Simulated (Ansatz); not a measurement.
Two isomers of C3H9AlSi: A = `C=[CH][Al]([CH3])[SiH3]`, B = `C/[C]([AlH2])=C\[SiH3]`.

Computed with Ansatz on PBE0-D4/def2-TZVP structures; ΔE is electronic, products minus reactants. CCSD(T)/CBS is the MP2 limit (def2-TZVPP, def2-QZVPP) plus CCSD(T) − MP2 in def2-TZVPP, frozen cores. Functionals use def2-TZVPP. B3LYP here is the variant with VWN-RPA as its local correlation; programs differ in this. One conformer a species, not always the lowest.

**Question.** Which isomer does CCSD(T)/CBS put lower? Give the gap. (Best estimate.)

**Answer.** The calculation gave: A, by 53.7 kJ/mol.

**Question.** Give E(B) − E(A) in kJ/mol with B3LYP, B2PLYP, CCSD(T)/def2-TZVPP, MP2/def2-TZVPP, ωB97M-V, CCSD/def2-TZVPP, PBE0-D4. (Best estimate.)

**Answer.** The calculation gave: B3LYP 57.4, B2PLYP 52.8, CCSD(T)/def2-TZVPP 53.5, MP2/def2-TZVPP 45.3, ωB97M-V 48.5, CCSD/def2-TZVPP 54.2, PBE0-D4 58.5. None reverses the order clearly.

Largest T1 diagnostic: 0.012.

The D4 term adds −6.9 kJ/mol with B3LYP and −3.3 kJ/mol with PBE0; it sums over pairs of atoms, weighted by their polarisabilities, and B3LYP, whose exchange is more repulsive, gets the larger term.
